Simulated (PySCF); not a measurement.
Fill in the blanks.

C6H3F3.
Cartesian coordinates in Å at the PBE0-D3(BJ)/def2-SVP level; atoms count from 1:
```xyz
12
C6H3F3 angstrom
F     -0.755    2.556   -0.362
C     -0.416    1.287   -0.184
C     -1.376    0.333    0.127
C     -0.985   -0.992    0.309
C      0.352   -1.364    0.183
C      1.298   -0.396   -0.129
F      2.578   -0.717   -0.256
C      0.927    0.935   -0.316
F      1.835    1.850   -0.615
H     -2.417    0.648    0.222
H     -1.735   -1.747    0.553
H      0.682   -2.394    0.321
```

```csv
property,level,value
point group,PBE0-D3(BJ)/def2-SVP,C2v
"rotational constants A, B, C",PBE0-D3(BJ)/def2-SVP,?
dipole moment,CAM-B3LYP/def2-SVPD,3.02 D
HOMO energy,CAM-B3LYP/def2-SVPD,-8.93 eV
LUMO energy,CAM-B3LYP/def2-SVPD,0.33 eV
lowest singlet excitation,TDDFT CAM-B3LYP/def2-SVPD,"5.45 eV (227 nm, f = 0.000)"
strongest line among the 10 lowest singlet transitions,TDDFT CAM-B3LYP/def2-SVPD,?
lowest triplet excitation (Tamm–Dancoff),TDA CAM-B3LYP/def2-SVPD,4.07 eV
static isotropic polarisability,CAM-B3LYP/def2-SVPD,?
vertical ionisation energy,ΔSCF CAM-B3LYP/def2-SVPD,?
electronic spatial extent ⟨r²⟩ about the centre of nuclear charge,CAM-B3LYP/def2-SVPD,1030 bohr²
13C chemical shifts (computed TMS as zero) by class,GIAO B3LYP/pcSseg-2,"165.6 (C2/C6), 153.2 (C8), 131.5 (C4), 120.2 (C3/C5) ppm"
1H chemical shifts (computed TMS as zero) by class,GIAO B3LYP/pcSseg-2,"7.08 (H11), 6.97 (H10/H12) ppm"
"isotropic shieldings of nuclei other than C and H, by class",GIAO B3LYP/pcSseg-2,?
largest of the computed one-bond spin–spin couplings (means over like bonds),"B3LYP/pcJ-1, spin–dipole term left out for some pairs","19F–13C -318.1 (F9–C8), 19F–13C -317.8 (F1–C2 and 1 like it), 13C–1H +173.7 (C3–H10 and 1 like it), 13C–1H +173.4 (C4–H11) Hz"
```

Electronic properties: PySCF, gas phase, density fitting.

(1) What is the static isotropic polarisability?

(2) What are the isotropic shieldings of nuclei other than C and H, by class?

(3) The strongest line among the 10 lowest singlet transitions?

(4) The rotational constants A, B, C?

(5) The vertical ionisation energy?

Answers

(1) 68.4 au.

(2) 311 (F1/F7), 339 (F9) ppm.

(3) S6 at 7.13 eV (174 nm, f = 0.605).

(4) 2.326, 1.763, 1.003 GHz.

(5) 9.76 eV.

Point group C2v permits a dipole; with 3.02 D the species has a pure rotational spectrum. The largest Löwdin shares of the HOMO are 0.23 on C8, 0.21 on C4 and 0.12 on F9. In atomic units the dipole is 1.19 e·bohr (1 au = 2.5417 D). The polarisability is 10.13 Å³ as a volume (1 au = 0.148185 Å³), or 1.04 au for each of the 66 electrons. The principal polarisabilities are 41.6, 81.6 and 82.0 au; their mean is the isotropic value.
